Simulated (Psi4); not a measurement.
CH5BiO (SMILES C[O][BiH2]), singlet, geometry from GFN2-xTB (such geometries of metal compounds can be far from the true shape) (core potentials on Bi).

Here is a job for Psi4.
```
memory 2 GB

molecule mol {
0 1
Bi   -0.289636    0.175094    0.277589
H    -1.361126   -0.704999   -0.836699
H    -0.185784    1.443317   -0.965438
O     1.441484   -0.815727   -0.452103
C     1.547613   -0.956585   -1.833723
H     1.567439    0.015954   -2.340747
H     2.485653   -1.481566   -2.030316
H     0.716064   -1.540209   -2.247493
}

set {
  basis def2-svpd
  reference rks
}

energy('cam-b3lyp')
print_variables()
```

Question: What does this run give for the number of basis functions, nuclear repulsion energy, total energy, dipole moment?

Answer: 
| Item | Result |
|---|---|
| number of basis functions | 115 |
| nuclear repulsion energy | 134.6210 Eh |
| total energy | -330.7711 Eh |
| dipole moment | 2.16 D |
